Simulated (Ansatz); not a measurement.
Steps of a relaxation of H4HfO2Se2 (`[OH][Hf]([OH])([SeH])[SeH]`) with RKS PBE0-D4/def2-TZVP.

```sh
$ ansatz run in.yaml --threads 4 --pin off --events-out ev --progress --plain --max-ram 10444MiB
```

```yaml
crystal:
  periodic: [false, false, false]
  atoms:
    - {symbol: O, position_ang: [0.414650, 1.505810, 0.969060]}
    - {symbol: Hf, position_ang: [0.018940, 0.081810, -0.156060]}
    - {symbol: O, position_ang: [-0.032900, 0.759910, -1.879980]}
    - {symbol: Se, position_ang: [1.645520, -1.782180, -0.462520]}
    - {symbol: Se, position_ang: [-1.951530, -0.926740, 0.981540]}
    - {symbol: H, position_ang: [0.308000, 2.422580, 0.696380]}
    - {symbol: H, position_ang: [0.755300, 0.791090, -2.433040]}
    - {symbol: H, position_ang: [1.002750, -2.848470, 0.239940]}
    - {symbol: H, position_ang: [-2.160720, -0.003810, 2.044690]}
basis:
  gaussian: {orbitals: def2-TZVP}
hamiltonian: {xc: pbe0, dispersion: d4}
relax: {f_tol: 0.005, max_steps: 150}
```

Positions (Å) and forces (eV/Å) along the path, 15 of 17 steps:

```xyz
9
step=1 energy=-136152.7623 eV
O     0.415    1.506    0.969    0.672    2.128    1.084
Hf    0.019    0.082   -0.156   -0.520   -1.561    1.097
O    -0.033    0.760   -1.880    0.148    1.019   -2.483
Se    1.646   -1.782   -0.463    1.779   -0.486   -0.599
Se   -1.952   -0.927    0.982   -1.429   -1.462   -0.412
H     0.308    2.423    0.696    0.202   -0.003    0.347
H     0.755    0.791   -2.433   -0.390    0.096   -0.282
H     1.003   -2.848    0.240   -0.491   -0.488    0.535
H    -2.161   -0.004    2.045    0.029    0.758    0.714
9
step=2 energy=-136153.2850 eV
O     0.479    1.562    0.992    0.009    0.124   -0.040
Hf    0.004    0.078   -0.128    0.023   -0.968    0.161
O    -0.053    0.790   -1.915    0.081    0.006    0.009
Se    1.793   -1.859   -0.472   -0.110    0.460    0.121
Se   -2.127   -1.010    0.978    0.117    0.147   -0.352
H     0.352    2.478    0.738    0.172    0.116    0.185
H     0.710    0.799   -2.502   -0.279    0.051   -0.165
H     1.000   -2.845    0.269   -0.101    0.048    0.087
H    -2.159    0.007    2.039    0.087    0.016   -0.005
9
step=3 energy=-136153.4355 eV
O     0.531    1.494    1.034   -0.071    0.397   -0.225
Hf    0.014    0.026   -0.102   -0.020   -0.003   -0.158
O    -0.148    0.785   -1.871    0.538   -0.175   -0.205
Se    1.874   -1.774   -0.382    0.017    0.051    0.113
Se   -2.195   -0.994    0.831    0.026    0.099   -0.042
H     0.516    2.431    0.794    0.105   -0.364    0.261
H     0.532    0.758   -2.563   -0.591    0.066    0.287
H     0.995   -2.715    0.332   -0.026    0.008    0.001
H    -2.120   -0.009    1.927    0.022   -0.080   -0.032
9
step=4 energy=-136153.5182 eV
O     0.537    1.486    1.019   -0.018    0.148   -0.101
Hf    0.046    0.040   -0.145   -0.125   -0.069    0.090
O    -0.170    0.775   -1.906    0.337   -0.111   -0.170
Se    1.904   -1.780   -0.211   -0.002    0.001    0.043
Se   -2.170   -0.988    0.747    0.014    0.082   -0.047
H     0.577    2.437    0.904    0.052   -0.086    0.124
H     0.387    0.813   -2.689   -0.284    0.028    0.094
H     0.923   -2.707    0.387    0.021    0.065   -0.047
H    -2.034   -0.075    1.895    0.006   -0.058    0.014
9
step=5 energy=-136153.5886 eV
O     0.510    1.547    0.978   -0.017    0.176   -0.025
Hf    0.036    0.061   -0.133    0.236    0.371   -0.331
O    -0.067    0.671   -1.946    0.110   -0.109   -0.085
Se    1.924   -1.731   -0.071   -0.124    0.001    0.108
Se   -2.232   -0.899    0.680   -0.021    0.031    0.056
H     0.640    2.495    1.056   -0.017   -0.352   -0.013
H     0.285    0.764   -2.835   -0.204   -0.053    0.384
H     0.848   -2.671    0.302    0.056    0.007   -0.027
H    -1.944   -0.237    1.969   -0.020   -0.072   -0.067
9
step=6 energy=-136153.6306 eV
O     0.505    1.587    0.983    0.111    0.276    0.043
Hf    0.072    0.131   -0.159   -0.095   -0.191    0.073
O    -0.064    0.602   -1.991    0.025    0.059   -0.237
Se    1.920   -1.676    0.114   -0.022   -0.058    0.063
Se   -2.222   -0.821    0.589    0.024    0.033    0.025
H     0.719    2.487    1.218   -0.024   -0.105   -0.014
H     0.130    0.675   -2.923   -0.042    0.006    0.115
H     0.819   -2.651    0.230    0.050    0.030   -0.038
H    -1.879   -0.334    1.939   -0.027   -0.051   -0.030
9
step=7 energy=-136153.6564 eV
O     0.545    1.646    0.924    0.015   -0.102   -0.025
Hf    0.078    0.126   -0.121    0.039    0.131   -0.109
O    -0.048    0.536   -1.974   -0.007   -0.044    0.014
Se    1.897   -1.678    0.312   -0.138   -0.044    0.014
Se   -2.249   -0.776    0.576   -0.011    0.016    0.009
H     0.753    2.545    1.157    0.006    0.066    0.022
H     0.096    0.712   -2.900   -0.007   -0.020    0.070
H     0.794   -2.633    0.060    0.121    0.028   -0.009
H    -1.864   -0.478    1.966   -0.016   -0.031    0.013
9
step=8 energy=-136153.6179 eV rejected
O     0.586    1.707    0.890   -0.014   -0.189   -0.059
Hf    0.073    0.160   -0.098    0.042    0.153   -0.102
O    -0.049    0.486   -1.970    0.032    0.010   -0.185
Se    1.842   -1.659    0.475   -0.841   -0.846   -0.485
Se   -2.282   -0.699    0.568    0.089    0.063    0.475
H     0.799    2.604    1.130   -0.007    0.028    0.015
H     0.068    0.706   -2.896   -0.036   -0.097    0.354
H     0.863   -2.704   -0.111    0.840    0.917    0.476
H    -1.900   -0.602    2.012   -0.105   -0.039   -0.488
9
step=9 energy=-136153.6721 eV
O     0.586    1.665    0.910    0.002   -0.007   -0.012
Hf    0.068    0.149   -0.115    0.015    0.065   -0.024
O    -0.065    0.517   -1.975   -0.001   -0.031    0.000
Se    1.859   -1.664    0.385   -0.097   -0.060   -0.001
Se   -2.279   -0.713    0.576    0.009    0.026    0.039
H     0.758    2.569    1.157    0.002   -0.010    0.005
H     0.098    0.684   -2.899   -0.008   -0.010    0.026
H     0.844   -2.658   -0.021    0.096    0.051   -0.005
H    -1.869   -0.550    1.983   -0.017   -0.024   -0.030
9
step=10 energy=-136153.6786 eV
O     0.611    1.683    0.904   -0.030   -0.098   -0.048
Hf    0.062    0.167   -0.106    0.012   -0.005   -0.014
O    -0.077    0.495   -1.973    0.030   -0.010   -0.054
Se    1.828   -1.656    0.446   -0.202   -0.182   -0.090
Se   -2.301   -0.653    0.578    0.037    0.022    0.160
H     0.760    2.586    1.160    0.029    0.099    0.041
H     0.098    0.648   -2.898   -0.026   -0.015    0.079
H     0.892   -2.671   -0.106    0.196    0.203    0.079
H    -1.873   -0.600    1.994   -0.047   -0.015   -0.152
9
step=11 energy=-136153.6888 eV
O     0.611    1.691    0.892    0.000   -0.008    0.001
Hf    0.050    0.166   -0.095    0.001    0.015   -0.002
O    -0.073    0.447   -1.970    0.004   -0.029   -0.004
Se    1.799   -1.655    0.512   -0.044   -0.027   -0.023
Se   -2.332   -0.607    0.589    0.009    0.015    0.013
H     0.796    2.580    1.180   -0.001   -0.011    0.000
H     0.070    0.622   -2.895   -0.007   -0.001    0.020
H     0.993   -2.653   -0.216    0.038    0.050    0.015
H    -1.915   -0.592    2.002   -0.001   -0.004   -0.021
9
step=12 energy=-136153.6909 eV
O     0.628    1.686    0.882   -0.018    0.042   -0.003
Hf    0.042    0.164   -0.092    0.011   -0.013    0.021
O    -0.079    0.393   -1.973    0.016    0.011   -0.033
Se    1.779   -1.646    0.560   -0.006   -0.029   -0.009
Se   -2.351   -0.568    0.586   -0.011    0.000    0.019
H     0.811    2.568    1.191    0.005   -0.001    0.009
H     0.048    0.629   -2.887   -0.005   -0.006   -0.001
H     1.038   -2.619   -0.261    0.015   -0.004   -0.003
H    -1.918   -0.608    1.993   -0.007    0.000    0.001
9
step=15 energy=-136153.6923 eV
O     0.614    1.694    0.881    0.004   -0.002    0.004
Hf    0.043    0.161   -0.084   -0.007    0.000   -0.009
O    -0.066    0.365   -1.970    0.001    0.000    0.000
Se    1.767   -1.663    0.571    0.000   -0.012   -0.004
Se   -2.359   -0.545    0.598   -0.001   -0.002    0.003
H     0.803    2.565    1.216   -0.001    0.002   -0.001
H     0.041    0.601   -2.886    0.000    0.001    0.001
H     1.094   -2.610   -0.334    0.005    0.011    0.007
H    -1.938   -0.567    2.008   -0.001    0.002   -0.001
9
step=16 energy=-136153.6923 eV
O     0.614    1.690    0.884   -0.002    0.000    0.000
Hf    0.043    0.159   -0.084    0.001    0.000    0.000
O    -0.065    0.364   -1.969    0.000   -0.001   -0.001
Se    1.769   -1.665    0.571    0.000    0.001   -0.001
Se   -2.359   -0.548    0.599    0.000    0.001    0.000
H     0.801    2.564    1.213    0.000   -0.001    0.000
H     0.042    0.602   -2.885    0.000    0.000    0.002
H     1.096   -2.608   -0.339    0.000    0.000    0.000
H    -1.940   -0.559    2.010    0.000    0.000    0.001
9
step=17 energy=-136153.6923 eV
O     0.613    1.689    0.885   -0.001   -0.001   -0.001
Hf    0.043    0.158   -0.083    0.002    0.002    0.002
O    -0.065    0.362   -1.969   -0.001    0.000    0.000
Se    1.769   -1.665    0.570    0.001    0.001    0.001
Se   -2.360   -0.547    0.599   -0.001   -0.001    0.001
H     0.801    2.563    1.214    0.001    0.000    0.000
H     0.042    0.601   -2.885    0.000    0.000    0.000
H     1.101   -2.607   -0.343    0.000   -0.001   -0.001
H    -1.943   -0.554    2.012    0.000    0.001   -0.002
```

It took 80 s on 4 threads of an Intel Xeon Platinum 8488C on a shared host, with 0.86 GiB of host memory at the peak.
